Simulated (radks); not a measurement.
Species: the antimony ion Sb4+. Configuration: [Kr] 4d10 5s1 (the NIST ground configuration).

Calculated with a radial shooting solver on a logarithmic mesh with Libxc functionals: Dirac Kohn-Sham, PBE, spin-unpolarised, spherical densities, finite nucleus; Fermi nuclear charge, rms radius 4.6802 fm.

Energy parts (hartree):
total: -6479.89453
kinetic: 6837.54586
electron-nucleus: -15660.39139
Hartree: 2512.38011
exchange-correlation: -169.42911

Orbitals (lengths in bohr, moments of r in powers of bohr; <r^-3> diverges for s and p1/2):
orbital,occ.,eigenvalue (hartree),<r^-3>,<r^2>,small-component weight
1s1/2,2,-1114.490,-,0.001094,3.52e-02
2s1/2,2,-170.8893,-,0.01767,7.47e-03
2p1/2,2,-159.9810,-,0.01311,7.49e-03
2p3/2,4,-150.7265,4597,0.01441,7.14e-03
3s1/2,2,-34.77984,-,0.1248,2.18e-03
3p1/2,2,-30.31996,-,0.1196,2.12e-03
3p3/2,4,-28.61209,865.5,0.1280,2.02e-03
3d3/2,4,-20.73633,136.8,0.1092,1.91e-03
3d5/2,6,-20.38139,127.3,0.1116,1.88e-03
4s1/2,2,-7.03844,-,0.7059,5.99e-04
4p1/2,2,-5.52872,-,0.7875,5.39e-04
4p3/2,4,-5.21209,160.5,0.8425,5.09e-04
4d3/2,4,-2.81576,18.48,1.182,3.71e-04
4d5/2,6,-2.76892,17.04,1.210,3.64e-04
5s1/2,1,-1.82902,-,4.257,1.20e-04

The highest occupied level is 5s1/2 at -49.770 eV. The density falls to 0.001 e/bohr^3 at r = 3.13 bohr. For comparison, the ionisation energy in NIST's Atomic Spectra Database is 55.0 eV (semi-empirical). In exact Kohn-Sham theory the highest level is minus the ionisation energy, but local and semilocal functionals leave it too shallow, through self-interaction and a potential that decays too fast; potentials with the right tail come closer. Summed over all electrons, <r^2> = 24.83 bohr^2, which gives a Langevin (diamagnetic) susceptibility term of -19.7 x 10^-6 cm^3/mol. The electron density at the nucleus is 2.089e+05 e/bohr^3.

Beside tabulated values, note that spin-unpolarised runs miss the spin-polarisation part of the exchange energy of open shells.
